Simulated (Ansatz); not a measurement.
Born–Oppenheimer molecular dynamics of Cl2FH3Si (7 atoms, charge 0, multiplicity 1). It starts at the highest image of a converged band, a first-order saddle point between two minima.

Computed with UKS LDA/def2-SVP (Ansatz).

* ensemble: NVE (velocity Verlet)
* time step: 0.5 fs
* steps asked: 200
* starting velocities drawn for: 300 K
* seed: 2437

First frame:

```xyz
7
Properties=species:S:1:pos:R:3
Si -0.373 -0.051 -0.096
H 1.265 -0.406 -0.274
Cl -0.646 -1.649 -1.406
Cl -0.918 -0.748 1.743
H -1.291 0.946 -0.714
H 1.322 0.505 0.180
F 0.641 1.403 0.566
```

Q: How far do the bonds stretch over the last three quarters of this one trajectory? (Pairs bonded in most of those frames.)

A: 
```
   bond  mean (Å)  spread (Å)  shortest  longest
 Si1–H2     1.509       0.023      1.47     1.55
Si1–Cl3     2.066       0.037      2.01     2.12
Si1–Cl4     2.055       0.026      2.02     2.10
 Si1–H5     1.496       0.037      1.44     1.55
  H6–F7     0.941       0.008      0.93     0.96
```

Mean temperature of the second half: 974 K. The conserved energy stayed within 0.056 meV per atom of its start (net change 0.03 meV per atom), so the integration is sound. The system heated up, since it started high on the potential surface and ran downhill. A run of 0.1 ps of so small a system gives no equilibrium averages. The orbitals stay closed-shell, which can raise the energy where a bond breaks towards radicals; this wasn't checked here.

The run took 2.9 min on 2 threads of Arm Neoverse V2, with other jobs on the host, peak memory 0.13 GiB.
